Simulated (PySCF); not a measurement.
Spinor energies of W²⁹⁺ (tungsten, charge +29)

Start: [Kr] 4d9; 4d3/2 filled at m_j = -3/2, -1/2, +1/2, +3/2; 4d5/2 filled at m_j = -3/2, -1/2, +1/2, +3/2, +5/2. Calculated with PySCF 2.14 in an even-tempered Gaussian basis (17 s from 2.6 bohr⁻², ratio 2.8; 14 p from 3.4 bohr⁻², ratio 2.8; 10 d from 3.4 bohr⁻², ratio 2.8; 3 f from 16 bohr⁻², ratio 3): generalised Hartree-Fock with the X2C-1e Hamiltonian and a Gaussian nucleus; spin-orbit coupling (SO) screened by Boettger's factors.

| spinor shell | electrons | ε, screened SO (eV) | weight of nominal j (screened SO) | rms radius, screened SO (bohr) |
| --- | --- | --- | --- | --- |
| 1s1/2 | 2 | -70913.7 | 1.000 | 0.0208 |
| 2s1/2 | 2 | -13242.9 | 1.000 | 0.0839 |
| 2p1/2 | 2 | -12687.2 | 1.000 | 0.0713 |
| 2p3/2 | 4 | -11329.2 | 1.000 | 0.0788 |
| 3s1/2 | 2 | -3909.4 | 1.000 | 0.214 |
| 3p1/2 | 2 | -3664.9 | 1.000 | 0.205 |
| 3p3/2 | 4 | -3363.3 | 1.000 | 0.220 |
| 3d3/2 | 4 | -2957.3 | 1.000 | 0.193 |
| 3d5/2 | 6 | -2891.1 | 1.000 | 0.197 |
| 4s1/2 | 2 | -1563.7 | 1.000 | 0.449 |
| 4p1/2 | 2 | -1457.7 | 0.999 | 0.452 |
| 4d3/2 | 4 | -1196.2 | 0.993 | 0.475 |
| 4d5/2 | 5 | -1178.2 | 0.995 | 0.483 |

Task: Where does 4p3/2 lie, and what is the 4p spin-orbit splitting (screened SO)?

Result: At -1369.8 eV, 87.841 eV above 4p1/2.

```tsv
quantity	screened SO
E (hartree)	-15741.15843
M_J	5/2
⟨J²⟩	8.751
⟨L²⟩	6.083
⟨S²⟩	0.832
```

Each row is a mean over spinors that exchange with the open shell spreads, by up to 14.329 eV (4p3/2).

Breit and QED terms are absent; they matter most for the inner s and p1/2 levels.

Densities and radii are taken from the X2C orbitals without a picture-change correction, which distorts them close to the nucleus.
